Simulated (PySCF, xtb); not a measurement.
sulfur tetrafluoride cation (F4S), SMILES FS(F)(F)F (connectivity only; charge and spin as stated), charge +1, multiplicity 2.

Harmonic wavenumbers (cm⁻¹) from GFN2-xTB run with xtb at its own minimum, in rising order: 144, 191, 225, 254, 275, 509, 599, 699, 700.

Task: What does PySCF 2.14.0 with PBE0-D3(BJ)/def2-SVP give at its own minimum? (Estimate from the structure and the level; the computed values follow.)

Result: 257, 311, 396, 487, 490, 674, 846, 976, 1027. Paired by order, the mean absolute difference is 207 cm⁻¹ and the zero-point energies are 5.1 and 7.8 kcal/mol.
